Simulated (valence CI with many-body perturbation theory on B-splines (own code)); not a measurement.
Results of a calculation; reference values are marked as such.
**Fe XIII: input, log and results**

The program does CI of the valence electrons with many-body perturbation theory for a frozen closed Dirac-Fock core.

Command, and the settings that its task file holds:

```sh
python run_cv.py task.json out
```

```
atom Fe  Z=26  mass_number=56  rms_radius_fm=3.7377
core [Ne]
valence 3s2 3p2
avg = 1
basis = S
breit = 1
cap = 10000
capref = 1200
cscale = 10
de = 0.0
dress = 0
eps = 2e-08
extrap = 1
h = 0.27
hh = 1
l2 = 3
lcore = 6
maxit = 60
n2 = 5
natural = 1
nlev = 21
nno = [3, 3, 3, 2, 1]
nroot = 26
ns = 4
nsp = [3, 3, 2, 1, 0]
pt2 = 1
qed = 0
rpa = 1
s1 = 1
s2 = 1
s3 = 1
screen = 1
tol = 2e-05
whole = 1
```

Log. The first blocks belong to the next ion, which gives the ionisation energy. Fields: 2J, parity (1 odd), roots, reference size, generating configurations, candidates as configurations/state functions, variational space P, stored matrix elements, Davidson steps; e2 is the range of second-order energies in hartree. The first line gives the box (bohr), its intervals, the orbitals and the steps of their self-consistent field. Window is the range of levels sought, series limit the energy at which the first omitted orbital would enter, core excitation an estimate of the first excitation out of the core, left out the lowest levels not solved, and shifts from estimates the range by which levels moved from their first estimate, all in cm⁻¹.

```
rmax 6.5 intervals 61 orbitals 36 references ['3s2 3p2', '3s 3p3', '3s2 3p 3d', '3p4', '3s 3p2 3d'] scf 6 t 1.0
2J=1 par=1 roots 2 ref 34 generators 9 cand 666/963 P 694/997 nnz 0 it 0
2J=1 par=1 roots 2 ref 34 generators 13 cand 540/820 P 1234/1817 nnz 0 it 6
   second order: generators 29 cand 1648/2416 e2 -0.00001 -0.00000
2J=3 par=1 roots 2 ref 54 generators 10 cand 510/945 P 545/999 nnz 0 it 0
2J=3 par=1 roots 2 ref 54 generators 19 cand 769/1692 P 1314/2691 nnz 1.1e+06 it 5
   second order: generators 38 cand 1849/3809 e2 -0.00001 -0.00000
reference levels 428, estimated 51, window 476246 1/cm; series limit 2091858, core excitation 5851326
2J=0 par=0 roots 3 ref 29 generators 12 cand 541/1075 P 2260/3619 nnz 1.1e+06 it 6
2J=0 par=0 roots 3 ref 29 generators 20 cand 526/995 P 2786/4614 nnz 1.7e+06 it 6
   second order: generators 32 cand 5256/10430 e2 -0.00002 -0.00001
2J=2 par=0 roots 2 ref 52 generators 11 cand 350/1006 P 1218/3550 nnz 1.6e+06 it 5
2J=2 par=0 roots 2 ref 52 generators 13 cand 1345/5895 P 2563/9445 nnz 8.1e+06 it 7
   second order: generators 26 cand 5266/23825 e2 -0.00005 -0.00002
2J=4 par=0 roots 3 ref 73 generators 15 cand 336/999 P 1133/3559 nnz 1.6e+06 it 5
2J=4 par=0 roots 3 ref 73 generators 24 cand 1272/6364 P 2405/9923 nnz 9e+06 it 8
   second order: generators 36 cand 5885/40522 e2 -0.00014 -0.00004
2J=4 par=1 roots 8 ref 45 generators 19 cand 228/871 P 1042/3405 nnz 1.5e+06 it 8
2J=4 par=1 roots 8 ref 45 generators 31 cand 1386/6517 P 2428/9922 nnz 9e+06 it 8
   second order: generators 58 cand 8449/57394 e2 -0.00031 -0.00003
2J=6 par=1 roots 4 ref 36 generators 16 cand 210/972 P 1032/3447 nnz 1.5e+06 it 5
2J=6 par=1 roots 4 ref 36 generators 27 cand 1347/6497 P 2379/9944 nnz 9.3e+06 it 8
   second order: generators 45 cand 7850/59890 e2 -0.00025 -0.00007
2J=2 par=1 roots 7 ref 39 generators 18 cand 295/1006 P 1258/3534 nnz 1.4e+06 it 9
2J=2 par=1 roots 7 ref 39 generators 29 cand 1551/6386 P 2809/9920 nnz 8.5e+06 it 10
   second order: generators 53 cand 7352/35506 e2 -0.00011 -0.00003
2J=0 par=1 roots 2 ref 15 generators 10 cand 567/983 P 2206/3472 nnz 1e+06 it 4
2J=0 par=1 roots 2 ref 15 generators 15 cand 848/1470 P 3054/4942 nnz 1.8e+06 it 5
   second order: generators 24 cand 4703/9459 e2 -0.00002 -0.00001
2J=8 par=1 roots 1 ref 21 generators 6 cand 332/1252 P 1269/4775 nnz 2.8e+06 it 4
2J=8 par=1 roots 1 ref 21 generators 13 cand 1056/4720 P 2325/9495 nnz 8.6e+06 it 5
   second order: generators 21 cand 5695/42544 e2 -0.00006 -0.00006
left out: unestimated 710359, estimated 578342, shifts from estimates -8 to 31
```

Task: What became of the run, and why?

Result: It gave no result: the setting left no core shell for the response of the core. The program said: "need at least one array to concatenate".
